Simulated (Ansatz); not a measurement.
Reaction (homolysis of the N–Si bond): `O[Si](O)(Cl)N[SiH2]Cl` → `[NH][SiH2]Cl`• + `O[Si](O)Cl`•

Isolated molecules relaxed with PBE0-D4/def2-TZVP in Ansatz; ΔE leaves out vibrations. CCSD(T)/CBS is the MP2 limit (def2-TZVPP, def2-QZVPP) plus CCSD(T) − MP2 in def2-TZVPP, frozen cores. Functionals use def2-TZVPP. B3LYP here is the variant with VWN-RPA as its local correlation; programs differ in this. Open shells (•) are unrestricted, without spin–orbit coupling. Each species was taken in one conformer, which may not be the lowest.

`O[Si](O)(Cl)N[SiH2]Cl`:

```xyz
12

O    -1.729   -0.179   -1.373
Si   -1.113    0.074    0.114
O    -2.155   -0.598    1.158
Cl   -0.893    2.095    0.385
N     0.426   -0.602    0.406
Si    1.979    0.100    0.212
Cl    2.300    0.681   -1.746
H    -1.282    0.233   -2.116
H    -3.084   -0.571    0.920
H     0.426   -1.611    0.479
H     2.982   -0.939    0.534
H     2.144    1.317    1.027
```

`[NH][SiH2]Cl`•:

```xyz
6

N    -0.491   -0.171   -1.277
Si    0.186    0.078    0.306
Cl    1.968    1.062    0.127
H    -1.388   -0.662   -1.243
H    -0.722    0.920    1.125
H     0.447   -1.228    0.962
```

`O[Si](O)Cl`•:

Cartesian coordinates in Å:
```
O 0.920 -0.399 1.089
Si -0.192 -0.409 -0.106
O -1.207 0.801 0.306
Cl 0.694 -0.043 -1.950
H 1.676 -0.980 0.986
H -1.892 1.030 -0.325
```

```json
{"level": "PBE0-D4", "ΔE (kJ/mol)": "509.8", "difference from CCSD(T)/CBS": "-26.6"}
{"level": "B3LYP-D4", "ΔE (kJ/mol)": "505.5", "difference from CCSD(T)/CBS": "-30.9"}
{"level": "ωB97X-V", "ΔE (kJ/mol)": "527.3", "difference from CCSD(T)/CBS": "-9.1"}
{"level": "B2PLYP", "ΔE (kJ/mol)": "506.1", "difference from CCSD(T)/CBS": "-30.3"}
{"level": "PBE", "ΔE (kJ/mol)": "478.9", "difference from CCSD(T)/CBS": "-57.5"}
{"level": "r2SCAN", "ΔE (kJ/mol)": "488.8", "difference from CCSD(T)/CBS": "-47.6"}
{"level": "PBE0", "ΔE (kJ/mol)": "494.4", "difference from CCSD(T)/CBS": "-42.0"}
{"level": "HF/def2-TZVPP", "ΔE (kJ/mol)": "407.7", "difference from CCSD(T)/CBS": "-128.7"}
{"level": "MP2/def2-TZVPP", "ΔE (kJ/mol)": "553.5", "difference from CCSD(T)/CBS": "17.1"}
{"level": "SCS-MP2/def2-TZVPP", "ΔE (kJ/mol)": "540.7", "difference from CCSD(T)/CBS": "4.3"}
{"level": "CCSD/def2-TZVPP", "ΔE (kJ/mol)": "516.3", "difference from CCSD(T)/CBS": "-20.1"}
{"level": "HF/def2-QZVPP", "ΔE (kJ/mol)": "406.6", "difference from CCSD(T)/CBS": "-129.8"}
{"level": "MP2/def2-QZVPP", "ΔE (kJ/mol)": "559.7", "difference from CCSD(T)/CBS": "23.3"}
{"level": "SCS-MP2/def2-QZVPP", "ΔE (kJ/mol)": "547.8", "difference from CCSD(T)/CBS": "11.4"}
{"level": "MP2/CBS(def2)", "ΔE (kJ/mol)": "565.0", "difference from CCSD(T)/CBS": "28.6"}
{"level": "CCSD/CBS(def2)", "ΔE (kJ/mol)": "527.9", "difference from CCSD(T)/CBS": "-8.5"}
{"level": "CCSD(T)/CBS", "ΔE (kJ/mol)": "536.4", "difference from CCSD(T)/CBS": "0"}
```

Largest T1 diagnostic among the species: 0.014.

From PBE to PBE0 (25 % exact exchange), in def2-TZVPP and without D4, ΔE moves by +15.5 kJ/mol. In def2-TZVPP, CCSD(T) changes the Hartree–Fock value by +117.1 kJ/mol (the triples alone add +8.5 kJ/mol) and MP2 by +145.7 kJ/mol; breaking electron pairs costs correlation energy, which Hartree–Fock lacks. The D4 term adds +27.5 kJ/mol with B3LYP and +15.5 kJ/mol with PBE0; it sums over pairs of atoms, weighted by their polarisabilities, and B3LYP, whose exchange is more repulsive, gets the larger term.
